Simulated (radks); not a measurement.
Task: The lutetium ion Lu3+, [Xe] 4f14. All-electron calculation, non-relativistic Kohn-Sham, r2SCAN, spin-polarised, spherical densities, point nucleus; meta-GGA in the generalised Kohn-Sham scheme. Program: a radial shooting solver on a logarithmic mesh with Libxc functionals. Every spin shell is full or empty, so the densities are truly spherical. Functionals are evaluated on that one density, not self-consistently. Rank these exchange functionals by their error against the exact value of the orbitals, and give that value: LDA, B88, PBEsol, revPBE, RPBE, PW91, OPTX, SOGGA, B86b, TPSS, SCAN, r2SCAN, MVS.

Result: Exact: -282.069 hartree. From best to worst, with 100 (|E| - |E exact|)/|E exact| (equal figures are ties): r2SCAN 0.00, RPBE -0.02, revPBE -0.05, TPSS -0.20, B86b +0.21, MVS +0.22, SCAN +0.23, PW91 +0.25, B88 +0.27, PBEsol -1.70, SOGGA -1.71, OPTX +1.95, LDA -3.84.
